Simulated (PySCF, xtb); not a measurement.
Al(OH)(OMe)(NH2) (CH6AlNO2), SMILES [Al]([OH])([O]C)[NH2].

GFN2-xTB (xtb 6.7.1) at its own geometry gives an orbital gap of 3.73 eV and a dipole moment of 0.81 D.

The structure is a stationary point at PBE0-D3(BJ)/def2-SVP. The structure was generated by enumeration; whether it is a known compound was not checked. The values are those of a single conformer.

Problem. What does PBE/def2-TZVP in PySCF give? (An estimate is asked for; the answer gives what the named calculation found.)

Solution. gap 4.84 eV (levels -5.80 and -0.96 eV), dipole 1.70 D.
